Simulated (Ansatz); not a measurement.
Frontier orbitals of `CC[P+](CC)(CC)[Au-][O]C`.

```xyz
28

C     0.8995   -2.0285   -1.9322
C     0.8612   -1.8070   -0.4276
P     0.2489   -0.1487    0.0344
C     1.5997    0.9760   -0.4640
C     1.3697    2.4119   -0.0192
C     0.2696   -0.1452    1.8630
C     1.6050   -0.4227    2.5337
Au   -1.7392    0.3746   -0.8045
O    -3.4657    0.8748   -1.6297
C    -4.6711    0.6313   -0.9791
H     1.2083   -3.0503   -2.1612
H     1.6059   -1.3547   -2.4216
H    -0.0839   -1.8614   -2.3763
H     0.1811   -2.5229    0.0442
H     1.8503   -1.9583    0.0150
H     1.6528    0.9227   -1.5547
H     2.5467    0.5854   -0.0781
H     0.4132    2.7867   -0.3894
H     1.3642    2.5014    1.0694
H     2.1593    3.0632   -0.3990
H    -0.1281    0.8270    2.1667
H    -0.4843   -0.8783    2.1656
H     2.3571    0.3218    2.2645
H     1.9978   -1.4066    2.2705
H     1.4955   -0.3959    3.6200
H    -4.8589   -0.4384   -0.7913
H    -4.7588    1.1482   -0.0097
H    -5.4957    0.9939   -1.6096
```

The species carries charge 0 and has multiplicity 1. Correlated methods include outer-core shells of Au, which these sets cover unevenly. Au: def2 effective core potential. All single points use the PBE0-D4/def2-TZVP geometry. It is one conformer, not always the lowest. Basis def2-TZVPP, Ansatz.

```tsv
functional	HOMO (eV)	LUMO (eV)	gap (eV)
PBE	-4.32	-0.80	3.52
PBE0	-5.65	-0.08	5.57
r2SCANh	-5.04	-0.28	4.76
CAM-B3LYP	-7.03	0.71	7.74
LC-ωPBE	-8.29	1.81	10.10
ωB97X-V	-8.01	1.60	9.61
ωB97M-V	-7.99	1.29	9.28
```

From PBE to PBE0 the HOMO moves by −1.33 eV and the LUMO by +0.72 eV, and with ωB97M-V by −3.68 and +2.09 eV, so the gap grows from 3.52 to 9.28 eV with exact exchange. A positive LUMO is unbound and depends on the basis.

LC-ωPBE has ω = 0.4 bohr⁻¹.
